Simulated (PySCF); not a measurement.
**Computed structure and properties of Bi(CH3)H4**

System: Bi(CH3)H4 (singlet); start: template (C3v). Method: PySCF 2.14.0, RKS PBE0, Bi def2-SVP with ECP60, C def2-SVP, H def2-SVP; non-relativistic Hamiltonian with scalar-relativistic core potentials where named; density fitting; no spin-orbit coupling.

Input of the relaxation:

```python
mol = gto.M(atom='''
Bi     0.00000     0.00000    -0.14726
C     -0.00001    -0.00000     2.15174
H     -1.02769     0.00001     2.51503
H      0.51381    -0.89000     2.51504
H      0.51383     0.88999     2.51504
H      0.00001     0.00000    -2.18726
H      2.04001    -0.00001    -0.14725
H     -1.01999     1.76670    -0.14727
H     -1.02001    -1.76669    -0.14727''',
    basis={'Bi': 'def2-SVP', 'C': 'def2-SVP', 'H': 'def2-SVP'},
    ecp={'Bi': 'def2-SVP'},
    charge=0, spin=0)
mf = dft.RKS(mol, xc='PBE0')
mf.grids.atom_grid = (50, 194)
mf = mf.density_fit()  # fitting sets: Bi def2-universal-JKFIT, C def2-universal-JKFIT, H def2-universal-JKFIT
mf.conv_tol = 1e-08; mf.max_cycle = 55
mf.kernel(dm0)  # dm0: converged density of the start geometry
# quasi-Newton relaxation in Cartesian coordinates to a largest gradient under 0.00045 Eh/bohr, steps kept in the point group
```

Run from Python with OMP_NUM_THREADS=2; the lines above give its settings. Where DIIS fails, smearing, a level shift and second-order steps follow.
It took 12 s on 2 threads of AMD EPYC 9R14 (Zen 4), with other jobs on the host, from the converged density of the start.

Course of the relaxation:

| step | energy above end (eV) | largest force component within the symmetry (eV/Å) |
| --- | --- | --- |
| 0 | 0.8108 | 1.621 |
| 1 | 0.2529 | 1.047 |
| 2 | 0.0137 | 0.338 |
| 3 | 0.0010 | 0.073 |
| 4 | 0.0001 | 0.018 |
| 5 | 0.0000 | 0.015 |
| 6 | 0.0000 | 0.004 |

Relaxed geometry (C3v):

```xyz
9

Bi    0.0000    0.0000   -0.1681
C     0.0000    0.0000    2.1523
H    -1.0439    0.0000    2.4986
H     0.5219   -0.9040    2.4986
H     0.5219    0.9040    2.4986
H     0.0000    0.0000   -2.0270
H     1.8073    0.0000   -0.1775
H    -0.9036    1.5652   -0.1775
H    -0.9036   -1.5652   -0.1775
```

| contact | Å |
| --- | --- |
| Bi1–C2 (CH3) | 2.320 |
| Bi1–H6 (H) | 1.859 |
| Bi1–H7 (H) | 1.807 |
| Bi1–H8 (H) | 1.807 |
| Bi1–H9 (H) | 1.807 |

On the finer grid (75, 302):

```json
{
 "HOMO": "-5.82 eV",
 "LUMO": "-1.45 eV",
 "Dipole about the centre of mass": "0.61 D",
 "Set of Mulliken populations of Bi1 outside the core potential": "s 3.62, p 8.63, d 10.24",
 "D3(BJ) dispersion energy (not in the energies)": "-0.138 eV"
}
```

```csv
atom,Mulliken (e),Löwdin (e),spin (e)
Bi1,0.50,0.60,0.00
C2,-0.38,-0.28,0.00
H3,0.07,0.03,0.00
H4,0.07,0.03,0.00
H5,0.07,0.03,0.00
H6,-0.13,-0.14,0.00
H7,-0.07,-0.09,0.00
H8,-0.07,-0.09,0.00
H9,-0.07,-0.09,0.00
```

A rough frequency check found all modes real, so this is a minimum.

Taking off one CH3 (charge -1, singlet; the rest: singlet) in vacuum, both parts rigid, costs 9.31 eV; the small basis without counterpoise inflates it. Most of it is the attraction of opposite charges; other ways to part are cheaper, and one spin state was tried for the rest.

Rigid scan of CH3 along the line from its metal:

```tsv
distance to C2 (Å)	energy (eV)
2.02	0.641
2.12	0.245
2.22	0.053
2.32	0.000
2.42	0.040
2.52	0.140
2.72	0.442
3.02	0.974
3.42	1.620
3.92	2.224
```

Taking off one H (charge -1, singlet; the rest: singlet) in vacuum, both parts rigid, costs 8.83 eV; the small basis without counterpoise inflates it. Most of it is the attraction of opposite charges; other ways to part are cheaper, and one spin state was tried for the rest.

Rigid scan of H along the line from its metal:

| distance to H6 (Å) | energy (eV) |
| --- | --- |
| 1.56 | 0.632 |
| 1.66 | 0.241 |
| 1.76 | 0.052 |
| 1.86 | 0.000 |
| 1.96 | 0.040 |
| 2.06 | 0.140 |
| 2.26 | 0.440 |
| 2.56 | 0.972 |
| 2.96 | 1.635 |
| 3.46 | 2.271 |

One start shape was tried, so this needn't be the lowest isomer.
